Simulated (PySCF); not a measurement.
Static response to an electric field

Compound: H6N2SSi.
Cartesian coordinates in Å at the PBE0-D3(BJ)/def2-SVP level; atoms count from 1:
```
atom  x, y, z in Å
N1    -0.7061    1.3948   -0.1814
Si2    0.1309   -0.0371    0.2759
N3    -0.8420   -1.3442   -0.2616
S4     2.0432   -0.4943   -0.6290
H5    -0.4759    2.2703    0.2745
H6    -0.9464    1.5416   -1.1562
H7     0.4099    0.1509    1.7342
H8    -0.4768   -2.2876   -0.3014
H9    -1.8454   -1.3186   -0.1237
H10    2.7600    0.1033    0.3464
```

Level: PBE0/def2-SVPD (PySCF), static field, nuclei fixed, core orbitals frozen in the response. The polarisability tensor in these axes (au):

```
x   74.14 -2.90 -2.63
y   -2.90 64.53  1.80
z   -2.63  1.80 59.66
```

Task: Give the principal values, the mean and the anisotropy Δα = √{½[(α1 − α2)² + (α2 − α3)² + (α1 − α3)²]}.

Result: Principal values 58.88, 63.93 and 75.52 au; mean 66.11 au = 9.80 Å³ = 10.90 × 10⁻⁴⁰ C²·m²/J; Δα = 14.78 au (22 % of the mean).

Task: What is the dipole moment, and where does it point?

Result: (-1.28, 0.65, 0.59) D, 1.55 D in size, pointing from the negative to the positive side. Measured along this direction, the outermost atoms are S4 and H10 at the negative end and H5 at the positive end.

Task: In a dilute gas of rigid molecules at 250 K, how does the orientational term μ²/3kT compare with the electronic polarisability?

Result: In Gaussian units μ²/3kT = 23.28 Å³ against 9.80 Å³, a ratio of 2.38; the Debye molar polarisation (4π/3)N_A(α + μ²/3kT) is 83.4 cm³/mol, leaving out the vibrational part.

Task: What depolarisation ratio follows for Rayleigh scattering of linearly polarised light, taking the static tensor?

Result: ρ = 3Δα²/(45ᾱ² + 4Δα²) = 655.7/(196676 + 874.3) = 0.00332.

Task: Estimate the molar refractivity from the static electronic polarisability.

Result: Lorentz–Lorenz: R = (4π/3)N_A α = 2.5225 cm³/(mol·Å³) × 9.80 Å³ = 24.7 cm³/mol, in the limit of long wavelengths.

Task: Refractivity n − 1 of an ideal gas of it at 350 K and 1 atm, from the electronic α?

Result: N = p/kT = 2.0968 × 10¹⁹ cm⁻³, so n − 1 = 2π × N × 9.80 × 10⁻²⁴ cm³ = 1291 × 10⁻⁶ at long wavelengths.

Task: Traceless (Buckingham) quadrupole moment about the centre of nuclear charge: eigenvalues?

Result: -7.82, 0.49, 7.34 D·Å. The values depend on the origin, since the dipole doesn't vanish. The electronic extent ⟨r²⟩ about the same centre is 559 bohr², a root-mean-square distance of 1.77 Å for the 50 electrons.

Geometry: PBE0-D3(BJ)/def2-SVP, one conformer, isolated molecule.
